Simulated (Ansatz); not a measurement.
Geometry optimisation, RKS PBE0-D4/def2-SVP in Ansatz 0.2.0.

Input:

```yaml
crystal:
  periodic: [false, false, false]
  atoms:
    - { symbol: C, position_ang: [-0.515, -0.83021, 1.00079] }
    - { symbol: S, position_ang: [0.77618, 0.46915, 1.07568] }
    - { symbol: Ga, position_ang: [0.72882, 1.08239, -1.07121] }
    - { symbol: F, position_ang: [-0.35152, 0.1742, -2.14585] }
    - { symbol: F, position_ang: [1.62602, 2.35561, -1.88519] }
    - { symbol: H, position_ang: [-0.30076, -1.53527, 0.20059] }
    - { symbol: H, position_ang: [-0.46887, -1.33619, 1.961] }
    - { symbol: H, position_ang: [-1.49487, -0.37968, 0.86419] }
basis:
  gaussian: { orbitals: def2-SVP }
hamiltonian:
  xc: pbe0
  dispersion: d4
relax:
  f_tol: 0.015
  max_steps: 40
```

Command:

```bash
$ ansatz run input.yaml --threads 2 --pin off --max-ram 3072MiB --backend cpu --events-out ev --progress --plain --runs-dir out
```

Task: Where does it end, and by what steps?

Result: It converged. After 23 steps the energy has fallen by 0.078 eV; H6 moved furthest, 0.67 Å.

```tsv
step	energy less start (eV)	largest force component (eV/Å)	accepted
0	0.0000	0.892	yes
1	-0.0588	0.271	yes
2	-0.0475	0.419	no
3	-0.0618	0.246	yes
4	-0.0659	0.067	yes
5	-0.0666	0.035	yes
6	-0.0672	0.063	yes
7	-0.0675	0.061	yes
8	-0.0663	0.139	no
9	-0.0682	0.072	yes
10	-0.0695	0.104	yes
11	-0.0647	0.317	no
12	-0.0717	0.065	yes
13	-0.0730	0.085	yes
14	-0.0678	0.259	no
15	-0.0751	0.023	yes
16	-0.0761	0.078	yes
17	-0.0767	0.103	yes
18	-0.0773	0.081	yes
19	-0.0779	0.033	yes
20	-0.0783	0.026	yes
21	-0.0784	0.024	yes
22	-0.0784	0.016	yes
23	-0.0784	0.011	yes
```

```xyz
8
Properties=species:S:1:pos:R:3
C -0.579 -0.755 1.006
S 0.463 0.755 1.044
Ga 0.762 1.013 -1.080
F 0.029 -0.131 -2.180
F 1.684 2.284 -1.826
H -0.757 -1.096 -0.021
H -0.064 -1.544 1.570
H -1.538 -0.525 1.488
```

The run took 78 s on 2 threads of Arm Neoverse V1, on a shared host, peak memory 0.26 GiB.
